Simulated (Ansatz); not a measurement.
Start from `C[Si](C)(O)[SiH3]` and change one atom or group to get `C[Si](N)(O)[SiH3]`.

Ansatz, PBE0-D4/def2-TZVP geometries, multiplicity 1. Each molecule was computed in one conformer, which needn't be the lowest.

```
                                          property  `C[Si](C)(O)[SiH3]`
              HOMO–LUMO gap (PBE0/def2-TZVPP) / eV                 7.57
             HOMO energy (ωB97M-V/def2-TZVPP) / eV                -9.47
size of the dipole moment (ωB97M-V/def2-TZVPP) / D                 1.11
             LUMO energy (ωB97M-V/def2-TZVPP) / eV                 1.80
               LUMO energy (B3LYP/def2-TZVPP) / eV                -0.07
                HOMO energy (PBE0/def2-TZVPP) / eV                -7.40
```

Problem. What does the change do to each property? (Best estimate.)

Solution. Computed: 
| property | `C[Si](N)(O)[SiH3]` | shift |
| --- | --- | --- |
| HOMO–LUMO gap (PBE0/def2-TZVPP) / eV | 7.55 | -0.02 |
| HOMO energy (ωB97M-V/def2-TZVPP) / eV | -9.23 | 0.24 |
| size of the dipole moment (ωB97M-V/def2-TZVPP) / D | 2.51 | 1.40 |
| LUMO energy (ωB97M-V/def2-TZVPP) / eV | 1.99 | 0.19 |
| LUMO energy (B3LYP/def2-TZVPP) / eV | 0.21 | 0.28 |
| HOMO energy (PBE0/def2-TZVPP) / eV | -7.09 | 0.31 |

Dipoles are sizes alone; their direction can turn.

B3LYP here is the variant with VWN-RPA as its local correlation; programs differ in this.
